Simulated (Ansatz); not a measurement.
Two isomers of CH8O2Si2: A = `C[SiH2][SiH](O)O`, B = `C[Si](O)(O)[SiH3]`.

Computed with Ansatz on PBE0-D4/def2-TZVP structures; ΔE is electronic, products minus reactants. CCSD(T)/CBS is the MP2 limit (def2-TZVPP, def2-QZVPP) plus CCSD(T) − MP2 in def2-TZVPP, frozen cores. Functionals use def2-TZVPP. B3LYP here is the variant with VWN-RPA as its local correlation; programs differ in this. One conformer a species, not always the lowest.

A:

Z-matrix (Å, degrees):
```
C
Si 1 1.880
H 1 1.093 2 111.1
H 1 1.092 2 110.3 3 -120.0
H 1 1.092 2 110.8 3 119.9
Si 2 2.345 1 111.1 3 62.5
H 2 1.491 1 110.1 3 -58.5
H 2 1.491 1 110.1 3 -176.7
O 6 1.651 2 103.9 1 56.7
O 6 1.651 2 113.2 1 -65.3
H 6 1.487 2 114.6 1 177.4
H 9 0.959 6 117.6 2 172.3
H 10 0.958 6 117.4 2 52.0
```

B:

```xyz
13

C    -1.198   -1.353   -0.078
Si    0.254   -0.258    0.300
O     1.570   -1.147   -0.157
O     0.323    0.154    1.897
Si    0.208    1.815   -0.801
H    -1.115   -2.299    0.465
H    -1.240   -1.584   -1.144
H    -2.136   -0.873    0.209
H     2.429   -0.733   -0.064
H     0.289   -0.557    2.541
H    -0.922    2.662   -0.330
H     0.057    1.615   -2.270
H     1.480    2.556   -0.570
```

Q: Which isomer does CCSD(T)/CBS put lower? Give the gap. (An estimate is asked.)

A: Ansatz gave: B, by 14.2 kJ/mol.

Q: Give E(B) − E(A) in kJ/mol with B3LYP, CCSD/def2-TZVPP, B3LYP-D4, PBE-D4, r2SCAN-D4, HF/def2-TZVPP, CCSD(T)/def2-TZVPP. (An estimate is asked.)

A: The calculation gave: B3LYP -13.0, CCSD/def2-TZVPP -14.5, B3LYP-D4 -14.6, PBE-D4 -14.7, r2SCAN-D4 -16.1, HF/def2-TZVPP -12.5, CCSD(T)/def2-TZVPP -14.8. None reverses the order clearly.

Largest T1 diagnostic: 0.012.
